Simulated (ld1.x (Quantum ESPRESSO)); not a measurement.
# Sb, TM: configuration errors across variants

* Element: Sb (Z = 51)
* Generator: ld1.x (Quantum ESPRESSO) 7.5
* Type: norm-conserving Troullier–Martins (Kleinman–Bylander form)
* Functional: PBEsol
* Relativity: scalar-relativistic
* Frozen core: [Kr]
* Valence charge: 15
* Reference configuration: 4d10 5s2 5p2 (charge +1)
* Partial waves: 5s (bound): rc 1.55 bohr; 5p (bound): rc 1.60 bohr; 4f channel at 0.45 Ry: rc 1.35 bohr; 4d (bound): rc 1.45 bohr
* Local potential: the d channel
* Core correction: a·sin(br)/r model core inside 0.70 bohr

All-electron excitation energies from the reference (eV): (1) 4d10 5s2 5p3 -8.344; (2) 4d10 5s2 5p1 16.012; (3) 4d10 5s2 5p0 40.456; (4) 4d10 5s2 5p2.5 -5.071; (5) 4d10 5s2 5p3.3 -9.507; (6) 4d9 5s2 5p4 22.702; (7) 4d10 5s1 5p3 8.764.

Tests that are not counted but printed errors over 1 eV. “all radii but the core radius scaled by about 0.77 (s 1.20, p 1.24, d 1.12, f 1.04 bohr)”: 4d9 5s2 5p4 (solver errors, printed error -2081 eV). “all radii but the core radius scaled by about 1.36 (s 2.12, p 2.18, d 1.98, f 1.84 bohr)”: 4d9 5s2 5p4 (solver errors, printed error -157 eV).

A true bound ghost makes a file unfit for plane-wave use even where its test errors are small: the radial tests pick states by their node count and pass the ghost by. Where a test does run into it, the solver fails or the error is huge.

Errors AE − PS in meV (a dash: test not solved or not reliable):

| change | (1) | (2) | (3) | (4) | (5) | (6) | (7) | bound ghosts |
| --- | --- | --- | --- | --- | --- | --- | --- | --- |
| base | -0.2 | -4.8 | -4.5 | +0.6 | -1.2 | -274 | -3.3 | s, p |
| all radii but the core radius scaled by about 0.77 (s 1.20, p 1.24, d 1.12, f 1.04 bohr) | -5.3 | -18 | -82 | -1.2 | -8.0 | – | -2.4 | p, s |
| all radii but the core radius scaled by about 0.89 (s 1.38, p 1.44, d 1.30, f 1.20 bohr) | -3.2 | -9.0 | -20 | -0.3 | -5.6 | -250 | -3.7 | s, p |
| all radii but the core radius scaled by about 1.25 (s 1.94, p 2.00, d 1.82, f 1.70 bohr) | +1.3 | -4.2 | -8.9 | +1.1 | +1.2 | -343 | -3.8 | s, p |
| all radii but the core radius scaled by about 1.36 (s 2.12, p 2.18, d 1.98, f 1.84 bohr) | -0.2 | -5.6 | -11 | +0.7 | -1.3 | – | -6.3 | s, p |

**Question.** Give the same row for: all radii but the core radius scaled by about 1.13 (s 1.76, p 1.82, d 1.64, f 1.52 bohr).

**Answer.** +1.5, -3.8, -6.8, +1.1, +1.4, -327, -2.6; bound ghosts: s, p.
